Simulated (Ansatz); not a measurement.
Mulliken charges of CH6BFGe (`B[CH](F)[GeH3]`) from PBE/def2-TZVPP in Ansatz (PBE0-D4/def2-TZVP geometry).

```
atom   x (Å)   y (Å)   z (Å)  charge (e)
  B1  -0.586   1.007  -0.812      -0.236
  C2   0.768   0.452  -0.456       0.101
  F3   1.489  -0.242  -1.404      -0.181
 Ge4  -0.066  -0.909   0.846       0.099
  H5  -1.152   0.675  -1.809       0.029
  H6  -1.124   1.693   0.010       0.038
  H7   1.454   1.007   0.188       0.114
  H8   0.842  -2.134   0.711       0.021
  H9  -0.034  -0.319   2.260       0.004
 H10  -1.508  -1.282   0.469       0.011
```

Q: By hand: the dipole of these point charges (1 e Å = 4.8032 D).

A: Σ q r = (0.030, -0.100, 0.482) e Å, of length 0.493 e Å = 2.37 D.

Q: How does the dipole of the full density compare? (Best estimate.)

A: Computed: (-0.002, -0.016, 0.333) e Å, 1.60 D; the point charges give 1.48 times that, at 10° from its direction.

Point charges leave out the atoms' own dipoles, such as those of lone pairs, and Mulliken's split depends on the basis, so the two needn't agree.
